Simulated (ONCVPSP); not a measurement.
**Which change was made? (Hg, ONCV)**

```
Element                 : Hg (Z = 80)
Generator               : ONCVPSP 4.0.1
Type                    : optimised norm-conserving Vanderbilt (ONCV)
Functional              : PW91
Relativity              : non-relativistic
Frozen core             : [Kr] 4d10 4f14
Valence charge          : 20
Reference configuration : 5s2 5p6 5d10 6s1 (charge +1)
Partial waves           : 5s+6s: rc 1.35 bohr, ncon 5, nbas 9, qcut 7.3 1/bohr, 2 projectors; 5p: rc 1.70 bohr, ncon 5, nbas 10, qcut 9.3 1/bohr, 2 projectors, debl 3.3 Ha; 5d: rc 2.05 bohr, ncon 3, nbas 8, qcut 7.3 1/bohr, 2 projectors, debl 1.4 Ha
Local potential         : polynomial inside 1.20 bohr (lpopt 5, dvloc0 0 Ha)
Core correction         : Teter function, fcfact 4, rcfact 1.55
```

Cutoffs, loose and tight: the cutoffs (Ha) at which the residual kinetic energy of the hardest occupied pseudo-wave falls to 1 and 0.1 mHa per electron. They do not see the model core or the augmentation charge, which bear on the density cutoff. Test errors are all-electron minus pseudo excitation energies from the reference, over the configurations 5s2 5p6 5d10 6s2; 5s2 5p6 5d10 6s0; 5s2 5p6 5d9 6s0; 5s2 5p5 5d10 6s2; variants that change the core or the reference have their own tests.

The base gives: outcome: generated; cutoff, loose: 43 Ha; cutoff, tight: 117 Ha; bound ghosts: none; GHOST(+) flags above zero: s; largest test error (meV): -70.

(1) After one change the result is: outcome: generated; cutoff, loose: 43 Ha; cutoff, tight: 117 Ha; bound ghosts: none; GHOST(+) flags above zero: s, d; largest test error (meV): -176. Which change was it?
A. d: qcut 9.4
B. d: qcut 4.2
C. d: qcut 6
D. d: qcut 5.1

## Answers

(1) D. The others give: d: qcut 9.4 → outcome: generated; cutoff, loose: 43 Ha; cutoff, tight: 117 Ha; bound ghosts: none; GHOST(+) flags above zero: s; largest test error (meV): -45 | d: qcut 4.2 → outcome: generated; bound ghosts: none; GHOST(+) flags above zero: s, d; largest test error (meV): -267 | d: qcut 6 → outcome: generated; cutoff, loose: 43 Ha; cutoff, tight: 117 Ha; bound ghosts: none; GHOST(+) flags above zero: s; largest test error (meV): -117.
